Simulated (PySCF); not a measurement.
A structure optimised at B3LYP-D3(BJ)/def2-SVP, used in a PySCF frequency run:

```
Te
C 1 2.1754
H 2 1.0977 1 109.66
H 2 1.0977 3 110.72 1 121.14
H 2 1.0984 3 109.66 4 121.14
C 1 2.1754 2 93.68 3 60.89
H 6 1.0977 1 109.66 2 -60.89
H 6 1.0977 7 110.72 1 -121.14
H 6 1.0984 7 109.66 8 -121.14
```

Task: Write its SMILES, formula and point group.

Result: C[Te]C, C2H6Te, C2v

Task: What are its rotational constants (standard atomic weights)?

Result: 8.0622, 5.8737, 3.5553 GHz
